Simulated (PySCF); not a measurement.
# Ionisation energy of Pd¹⁷⁺ by level of theory

Pd¹⁷⁺ [Ar] 3d10 4s1 [4s1/2^1, M_J = 1/2] → Pd¹⁸⁺ [Ar] 3d10, as a difference of total energies. Calculation: PySCF 2.14, in an even-tempered Gaussian basis (18 s from 0.94 bohr⁻², ratio 2.8; 13 p from 1.2 bohr⁻², ratio 2.8; 8 d from 2.2 bohr⁻², ratio 2.8; 4 f from 5.6 bohr⁻², ratio 3); the two-component X2C-1e Hamiltonian. Correlated levels: [Ne] frozen; the 76 highest virtual spinors dropped. "Screened" scales the spin-orbit matrix elements by Boettger's factors to mimic the two-electron term; Breit and QED terms are absent.

```
                    method  ionisation energy (eV)
           GHF (spin-free)                  454.51
          GMP2 (spin-free)                  455.64
 GHF (screened spin-orbit)                  454.50
GMP2 (screened spin-orbit)                  455.62
```

**Question.** How much does correlation contribute at GMP2 (screened spin-orbit)?

**Answer.** 455.62 − (454.50) = 1.12 eV, measured against GHF (screened spin-orbit).

Breit and QED terms and the two-electron picture change are absent.

For comparison: 457.5 ± 0.15 eV (semi-empirical (NIST evaluation); NIST Atomic Spectra Database, ionization energies).
